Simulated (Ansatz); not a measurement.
Compare A (`C[CH2][InH][OH]`) with its isomer B (`[CH3][InH][CH2]O`).

Calculated with Ansatz (gas phase, PBE0-D4/def2-TZVP geometries, no zero-point term in ΔE). CCSD(T)/CBS is the MP2 limit (def2-TZVPP, def2-QZVPP) plus CCSD(T) − MP2 in def2-TZVPP, frozen cores. DFT in def2-TZVPP. B3LYP here is the variant with VWN-RPA as its local correlation; programs differ in this. Elements past krypton have def2 core potentials. For In outer-core shells are correlated without core-valence functions, which leaves a few kJ/mol of doubt a bond. One conformer a species, not always the lowest.

Question: Which is lower in electronic energy at CCSD(T)/CBS, and by how much? (An estimate is asked.)

Answer: The calculation gave: A, by 31.1 kcal/mol.

Question: Give E(B) − E(A) in kcal/mol with HF/def2-TZVPP, PBE-D4, ωB97M-V, B3LYP, r2SCAN-D4, PBE0-D4, CCSD/def2-TZVPP. (Estimate.)

Answer: Computed: HF/def2-TZVPP 29.2, PBE-D4 28.2, ωB97M-V 28.5, B3LYP 28.7, r2SCAN-D4 29.6, PBE0-D4 28.0, CCSD/def2-TZVPP 29.2. None reverses the order clearly.

Largest T1 diagnostic: 0.014.
